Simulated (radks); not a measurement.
Task: W4+, 70 electrons, occupied as [Xe] 4f14 5d2. Calculated with a radial shooting solver on a logarithmic mesh with Libxc functionals: scalar-relativistic Kohn-Sham, Slater X-alpha with alpha = 0.667, spin-polarised, spherical densities, finite nucleus; open shells are filled with parallel spins first (spin-orbit coupling, left out, can overturn this in heavy ions); Fermi nuclear charge, rms radius 5.3658 fm. Some entries of the table are withheld. Estimate them.

| orbital | occ. | eigenvalue (eV) | r(max) (bohr) | <r> (bohr) |
|---|---|---|---|---|
| 1s down | 1 | -69452.65 | 0.01147 | 0.01836 |
| 1s up | 1 | -69452.65 | 0.01147 | 0.01836 |
| 2s up | 1 | -12023.86 | 0.06573 | 0.07763 |
| 2s down | 1 | -12023.75 | 0.06573 | 0.07763 |
| 2p up | 3 | -10527.86 | 0.05389 | 0.06946 |
| 2p down | 3 | -10527.77 | 0.05389 | 0.06946 |
| 3s up | 1 | -2800.699 | 0.1854 | 0.2013 |
| 3s down | 1 | -2800.658 | 0.1854 | 0.2013 |
| 3p up | 3 | -2357.484 | 0.1835 | 0.2014 |
| 3p down | 3 | -2357.441 | 0.1835 | 0.2014 |
| 3d up | 5 | -1845.874 | 0.1493 | 0.1824 |
| 3d down | 5 | -1845.800 | 0.1493 | 0.1824 |
| 4s up | 1 | -610.1974 | 0.4208 | 0.4499 |
| 4s down | 1 | -610.0968 | 0.4208 | 0.4499 |
| 4p up | 3 | -464.6970 | 0.4413 | 0.4784 |
| 4p down | 3 | -464.5937 | 0.4413 | 0.4783 |
| 4d up | 5 | -280.0215 | 0.4522 | 0.5117 |
| 4d down | 5 | -279.8881 | 0.4522 | 0.5116 |
| 5s up | 1 | -121.1892 | (1) | 1.061 |
| 5s down | 1 | -119.9925 | (2) | 1.056 |
| 5p up | 3 | -84.9084 | 1.087 | 1.228 |
| 5p down | 3 | -83.3314 | 1.082 | 1.219 |
| 4f up | 7 | -75.2638 | 0.4280 | 0.6068 |
| 4f down | 7 | -74.9697 | 0.4278 | 0.6035 |
| 5d up | 2 | -43.2498 | 1.411 | 1.675 |
| 5d down | 0 | -41.0799 | 1.396 | 1.664 |

Result: 
(1) 5s up r(max) (bohr): 0.9613
(2) 5s down r(max) (bohr): 0.9586
